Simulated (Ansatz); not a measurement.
Total energies of AsH2(OMe) (CH₅AsO) from Ansatz at PBE-D4/def2-TZVP, gas phase (1 Eh = 27.2114 eV = 2625.5 kJ/mol). The reference geometry is relaxed at B3LYP-D4/def2-TZVP.

```csv
state,geometry,energy (Eh)
charge 0 singlet,reference,-2351.76598
charge 1 doublet,reference,-2351.42966
charge 1 doublet,relaxed at B3LYP-D4/def2-TZVP,-2351.44263
free As atom (quartet),–,-2235.47024
free H atom (doublet),–,-0.49962
free O atom (triplet),–,-75.00967
free C atom (triplet),–,-37.79597
```

Work out the vertical ionisation energy to the doublet.

E(charge 1 doublet) − E(charge 0 singlet) = -2351.42966 − (-2351.76598) = 0.33632 Eh = 9.15 eV. For comparison, −ε of the highest occupied level is 5.82 eV at this level, 3.33 eV less.

How much does the charge 1 doublet relax, and what is the adiabatic ionisation energy?

Relaxation: -2351.42966 − (-2351.44263) = 0.01297 Eh = 0.35 eV. Adiabatic ionisation energy: 0.32335 Eh = 8.80 eV, without zero-point energy. 

What is the binding energy per atom against free atoms?

Atoms: 1 × (-2235.47024) + 5 × (-0.49962) + 1 × (-75.00967) + 1 × (-37.79597) = -2350.77398 Eh. Binding: -2350.77398 − (-2351.76598) = 0.99200 Eh = 26.99 eV, or 3.37 eV for each of 8 atoms (no zero-point energy, no counterpoise term).
